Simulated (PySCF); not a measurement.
## Xe(2+): excitation energy

Xe(2+) [Kr] 4d10 5s2 5p4 (3P) → Xe(2+) [Kr] 4d10 5s1 5p4 6s1 (5P), as a difference of total energies. All numbers are calculated (PySCF 2.14, no relativity, point nucleus, in dyall-av2z (22s16p12d, 130 functions)). Correlated levels: valence: [Kr] 4d10 frozen; virtual orbitals above 40 to 60 times the deepest correlated orbital energy dropped. The calculations carry no spin-orbit coupling.

| method | excitation energy (eV) |
| --- | --- |
| UHF | 25.235 |
| MP2 (valence) | 24.937 |
| SCS-MP2 (valence) | 25.043 |
| CCSD (valence) | 24.721 |
| CCSD(T) (valence) | 24.614 |

How much does correlation contribute at CCSD(T) (valence)?

24.614 − (25.235) = -0.621 eV, measured against UHF.

The promoted electron is Rydberg-like, and one or two diffuse shells describe it only roughly, which tends to raise the upper state.

The coupled-cluster amplitudes are large for the upper state (T1 above 0.03 or a double amplitude above 0.15), so a single reference is strained.
